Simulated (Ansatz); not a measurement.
A nudged elastic band was laid between two geometries of Cl3GeH + H3P (9 atoms, charge 0, multiplicity 1).

These are results of RKS BLYP-D4/def2-SVP (Ansatz 0.2.0), not measurements.

| Item | Value |
| --- | --- |
| movable images | 5 |
| climbing image | yes |
| spring | 5.0 eV/Å² |
| optimiser | quadratic models (default) |
| start path | through a guess of the saddle point |
| force threshold | 0.03 eV/Å |
| iteration limit | 60 |
| end points | relaxed |

First end point:

```xyz
9
Properties=species:S:1:pos:R:3
Ge 0.538 -0.089 -0.279
H 0.727 -0.230 1.247
Cl 2.461 0.178 -1.258
Cl -0.717 1.630 -0.733
Cl -0.410 -1.874 -1.092
P -3.243 0.237 1.490
H -2.747 -0.798 0.620
H -3.736 -0.721 2.451
H -1.978 0.355 2.174
```

Last end point:

```xyz
9
Properties=species:S:1:pos:R:3
Ge -0.728 -0.138 -0.694
H 0.211 0.382 2.990
Cl 1.246 -0.050 0.255
Cl -0.852 1.496 -2.142
Cl -0.832 -2.022 -1.807
P -2.414 0.123 0.926
H -3.393 -0.397 0.005
H -2.133 -1.184 1.463
H -0.209 0.479 3.624
```

**Question.** Which bonds break or form, and what moves?

**Answer.** Bonds broken: Ge1–H2, P6–H9. Bonds formed: Ge1–P6, H2–H9. Cl3GeH + H3P becomes Cl3GeH2P + H2.

**Question.** Give the energies along the band, and the barrier.

**Answer.** The forces met the threshold. The highest image is number 3 of 0 to 6, 277.0 kJ/mol above the first end and 291.0 kJ/mol above the last; the last end lies 14.0 kJ/mol below the first. Neighbouring images differ by up to 2.9 eV, so the band resolves the path poorly. A vibrational analysis at the climbing image gives 2 clearly imaginary modes (1701i, 137i cm⁻¹): a point of higher order, so a lower path passes nearby. The orbitals stay closed-shell, which can raise the energy where a bond breaks towards radicals; this wasn't checked here.

```json
{"image": "0", "path coordinate (Å)": "0.00", "energy (kJ/mol)": "0.0", "Ge1–H2 (Å)": "1.54", "P6–H9 (Å)": "1.44", "Ge1–P6 (Å)": "4.19"}
{"image": "1", "path coordinate (Å)": "1.90", "energy (kJ/mol)": "0.0", "Ge1–H2 (Å)": "1.54", "P6–H9 (Å)": "1.44", "Ge1–P6 (Å)": "4.26"}
{"image": "2", "path coordinate (Å)": "3.81", "energy (kJ/mol)": "-0.1", "Ge1–H2 (Å)": "1.54", "P6–H9 (Å)": "1.44", "Ge1–P6 (Å)": "4.18"}
{"image": "3", "path coordinate (Å)": "5.71", "energy (kJ/mol)": "277.0", "Ge1–H2 (Å)": "1.80", "P6–H9 (Å)": "1.72", "Ge1–P6 (Å)": "2.76"}
{"image": "4", "path coordinate (Å)": "7.04", "energy (kJ/mol)": "49.4", "Ge1–H2 (Å)": "2.66", "P6–H9 (Å)": "2.35", "Ge1–P6 (Å)": "2.45"}
{"image": "5", "path coordinate (Å)": "8.37", "energy (kJ/mol)": "-7.5", "Ge1–H2 (Å)": "3.46", "P6–H9 (Å)": "3.02", "Ge1–P6 (Å)": "2.37"}
{"image": "6", "path coordinate (Å)": "9.70", "energy (kJ/mol)": "-14.0", "Ge1–H2 (Å)": "3.84", "P6–H9 (Å)": "3.50", "Ge1–P6 (Å)": "2.35"}
```

**Question.** What is the geometry of the highest image?

**Answer.** 
```xyz
9
Properties=species:S:1:pos:R:3
Ge -0.224 -0.102 0.004
H 0.188 0.463 1.661
Cl 1.956 0.038 -0.421
Cl -1.009 1.597 -1.150
Cl -0.536 -2.189 -0.695
P -2.517 -0.168 1.545
H -3.348 0.340 0.504
H -2.745 -1.570 1.429
H -0.871 0.278 1.743
```

Run time: 4 min on 4 threads of Arm Neoverse V1, on a shared host, peak memory 0.3 GiB.
